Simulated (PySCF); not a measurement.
**Working out the ionisation energy of C+**

C+ [He] 2s2 2p1 (2P) → C(2+) [He] 2s2 (1S). Calculation: PySCF 2.14, in def2-TZVPPD (6s3p3d1f, 37 functions); the non-relativistic Hamiltonian (point nucleus). Frozen: nothing. Energies in hartree (1 hartree = 27.21139 eV):

| part | C+ (lower) | C(2+) (upper) |
| --- | --- | --- |
| UHF | -37.295548 | -36.407300 |
| CCSD correlation | -0.090258 | -0.088130 |
| (T) | -0.001325 | -0.000275 |

Q: What does Hartree-Fock give?

A: (-36.407300) − (-37.295548) = 0.888248 hartree = 24.170 eV.

Q: What do CCSD and CCSD(T) give?

A: The CCSD correlation energies differ by 0.002128 hartree = 0.058 eV and the triples by 0.001050 hartree = 0.029 eV, so CCSD gives 24.228 eV and CCSD(T) 24.257 eV.

Measured between the centres of the two terms (NIST): 24.378 eV, so CCSD(T) (valence and next inner shell) is off by -0.121 eV.

The coupled-cluster amplitudes are large, so a single reference is strained.

What remains against the reference includes basis incompleteness and higher excitations.
